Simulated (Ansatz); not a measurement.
Reaction (hydrogenolysis of a C–Cl bond): `F/C(=C/Cl)C[SiH3]` + H₂ → `C=C(F)C[SiH3]` + HCl

Calculated with Ansatz (gas phase, PBE0-D4/def2-TZVP geometries, no zero-point term in ΔE). CCSD(T)/CBS adds triple-zeta CCSD(T) − MP2 to the extrapolated MP2 energy (def2 sets, frozen cores). This one scheme is used for every species. DFT in def2-TZVPP. B3LYP here is the variant with VWN-RPA as its local correlation; programs differ in this. Each species was taken in one conformer, which may not be the lowest.

`F/C(=C/Cl)C[SiH3]`:

Cartesian coordinates in Å:
```
F -0.509 1.977 0.464
C 0.148 1.060 -0.270
C 0.220 1.276 -1.578
Cl 1.012 0.193 -2.644
C 0.658 -0.071 0.524
Si -0.698 -1.326 0.947
H -0.221 2.149 -2.036
H 1.092 0.307 1.454
H 1.440 -0.591 -0.033
H -1.232 -1.914 -0.307
H -1.797 -0.661 1.690
H -0.112 -2.399 1.791
```

H₂:

Z-matrix (Å, degrees):
```
H
H 1 0.746
```

`C=C(F)C[SiH3]`:

```xyz
12

C     1.127   -1.241    1.262
C     0.409   -0.987    0.181
F     0.780   -1.530   -0.996
C    -0.789   -0.131    0.042
Si   -0.464    1.460   -0.931
H     0.840   -0.817    2.213
H     2.006   -1.870    1.209
H    -1.161    0.144    1.031
H    -1.582   -0.688   -0.469
H     0.016    1.156   -2.301
H    -1.734    2.229   -1.021
H     0.552    2.277   -0.220
```

HCl:

Z-matrix (Å, degrees):
```
Cl
H 1 1.279
```

CCSD(T)/CBS gives -0.91 eV.

Task: Another level gave -0.87 eV. Which?
A. PBE-D4/def2-TZVPP
B. PBE0/def2-TZVPP
C. B3LYP/def2-TZVPP
D. MP2/def2-TZVPP

Result: D. MP2/def2-TZVPP -0.87, PBE-D4 -0.78, B3LYP -0.97, PBE0 -0.92 eV.

Largest T1 diagnostic among the species: 0.012.

From PBE to PBE0 (25 % exact exchange), in def2-TZVPP and without D4, ΔE moves by −0.08 eV. In def2-TZVPP, CCSD(T) changes the Hartree–Fock value by +0.23 eV (the triples alone add +0.07 eV) and MP2 by +0.30 eV.
